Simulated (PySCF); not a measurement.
C₂H₄N₃, SMILES c1nc[nH+][nH]1, charge +1. Heavy atoms are numbered as in [cH:1]1[n:2][cH:3][nH+:4][nH:5]1. Hydrogens are named by the atom that carries them.

Geometry: PBE0-D3(BJ)/def2-SVP. The isomer is the one that the SMILES or the coordinates give; other isomers of the formula were not compared.

Method: PBE0/pcSseg-1 (PySCF).

GIAO shieldings, no solvent; atoms alike by connectivity are averaged. δ = σ(ref) − σ: ¹³C against TMS (σ = 186.3 ppm); ¹⁵N against NH3 (σ = 267.4 ppm); ¹H against TMS (σ = 31.56 ppm), references at their B3LYP-D3(BJ)/def2-TZVP geometries, non-relativistic.

```json
[
 {"nucleus": "¹³C", "atoms": "C1 (CH)", "count": "2", "δ (ppm)": "156.7"},
 {"nucleus": "¹⁵N", "atoms": "N2", "count": "1", "δ (ppm)": "302.8"},
 {"nucleus": "¹⁵N", "atoms": "N4 (NH)", "count": "2", "δ (ppm)": "207.2"},
 {"nucleus": "¹H", "atoms": "H on N4", "count": "2", "δ (ppm)": "10.74"},
 {"nucleus": "¹H", "atoms": "H on C1", "count": "2", "δ (ppm)": "9.38"}
]
```
